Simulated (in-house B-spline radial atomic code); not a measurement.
Successive ionisation energies of copper; each step leads to the configuration of the next row (after the last: bare). Dirac energy differences include first-order Breit, QED and recoil terms. NIST's values go from ground level to ground level; the uncertainty of those that are theory runs from under 0.1 % in few-electron ions to several per cent in heavy many-electron ones. Computed with an all-electron radial atomic-structure program (B-spline basis): Dirac-Hartree-Fock, average of the configuration, finite nuclei.

| ion | configuration | ionisation energy (eV) | tabulated value (eV) | tabulated kind | computed minus tabulated (eV) | highest orbital | largest mean radius (bohr) |
| --- | --- | --- | --- | --- | --- | --- | --- |
| Cu17+ | [Ne] 3s2 | 628.5 | 632.5 | semi-empirical | -4 | 3s1/2 | 0.59146 |
| Cu18+ | [Ne] 3s1 | 669.9 | 670.608 | semi-empirical | -1 | 3s1/2 | 0.58381 |
| Cu19+ | [He] 2s2 2p6 | 1694.8 | 1690.5 | semi-empirical | 4 | 2p3/2 | 0.22996 |
| Cu20+ | [He] 2s2 2p5 | 1808.8 | 1800 | semi-empirical | 9 | 2p3/2 | 0.22735 |
| Cu21+ | [He] 2s2 2p4 | 1925.7 | 1918 | semi-empirical | 8 | 2p3/2 | 0.2248 |
| Cu22+ | [He] 2s2 2p3 | 2045.5 | 2044 | semi-empirical | 1 | 2p3/2 | 0.22229 |
| Cu23+ | [He] 2s2 2p2 | 2168.2 | 2179.4 | semi-empirical | -11 | 2p3/2 | 0.21983 |
| Cu24+ | [He] 2s2 2p1 | 2293.8 | 2307.3 | semi-empirical | -14 | 2p3/2 | 0.21741 |
| Cu25+ | [He] 2s2 | 2471.9 | 2479.1 | semi-empirical | -7 | 2s1/2 | 0.21505 |
| Cu26+ | [He] 2s1 | 2586.8 | 2586.954 | tabulated theory | 0 | 2s1/2 | 0.21285 |
| Cu27+ | 1s2 | 11060.8 | 11062.43 | tabulated theory | -2 | 1s1/2 | 0.051626 |
| Cu28+ | 1s1 | 11567.6 | 11567.62 | tabulated theory | 0 | 1s1/2 | 0.050944 |

Task: Where is the largest jump?

Result: From Cu26+ to Cu27+, by a factor of 4.28 (2586.8 to 11061 eV); the highest orbital goes from 2s1/2 to 1s1/2.

Where a p, d or f electron is removed, the computed value is a mean over both j, so it misses the tabulated one by a part of the spin-orbit splitting; averaging over terms and missing correlation add to the gap, relatively most at low charge.
